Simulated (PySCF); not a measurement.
Structure problem from calculated spectra and properties.

Formula: C5H2ClF3NP.

- 1H NMR: chemical shifts (computed TMS as zero) by class: 10.57 (1 H), 8.15 (1 H) ppm [GIAO PBE0/pcSseg-1]
- NMR, other nuclei: isotropic shieldings of nuclei other than C and H, by class: -90 (1 N), 250 (3 F), 84 (1 P), 616 (1 Cl) ppm [GIAO PBE0/pcSseg-1]
- 13C NMR: chemical shifts (computed TMS as zero) by class: 197.8 (1 C), 192.0 (1 C), 154.8 (1 C), 132.1 (1 C), 130.2 (1 C) ppm [GIAO PBE0/pcSseg-1]
- Rotational structure: rotational constants A, B, C: 1.479, 0.519, 0.412 GHz [GFN2-xTB]
- Dipole: 1.99 D [PBE0/pcSseg-1]

Electronic properties: PySCF, gas phase, density fitting. Levels stand in brackets. Isolated species at its GFN2-xTB geometry, gas phase. Each NMR value is the plain mean over a class of atoms that symmetry, rotation or inversion makes alike.

Q: Propose a structure and show how it fits.

A: Numbering: `[F:1][C:2]([F:3])([F:4])[c:5]1[cH:6][c:7]([Cl:8])[p:9][cH:10][n:11]1`. 5 carbons fall into 5 classes; from least to most shielded: aromatic C–Cl carbon [C7] (197.8 ppm), aromatic CH next to a ring nitrogen [C10] (192.0 ppm), substituted aromatic carbon [C5] (154.8 ppm), CF3 carbon [C2] (132.1 ppm), aromatic CH carbon [C6] (130.2 ppm). Hydrogen classes from least to most shielded: 1 H on an aromatic CH next to a ring nitrogen, C10 (10.57 ppm), 1 H on an aromatic CH carbon, C6 (8.15 ppm). The other shieldings belong to: -90 ppm, pyridine-type nitrogen [N11]; 250 ppm, fluorine of a CF3 group [F1/F3/F4]; 84 ppm, phosphorus bonded to 2 C [P9]; 616 ppm, aryl chlorine [Cl8]. The optimised geometry has point group Cs and is an asymmetric top. Structure: `c1(cc(ncp1)C(F)(F)F)Cl`. The assignments are read from this structure; whether some other isomer fits the data as well wasn't checked.

The values belong to the conformer `[F:1][C:2]([F:3])([F:4])[c:5]1[cH:6][c:7]([Cl:8])[p:9][cH:10][n:11]1`: F1–C2–C5–C6 180°.
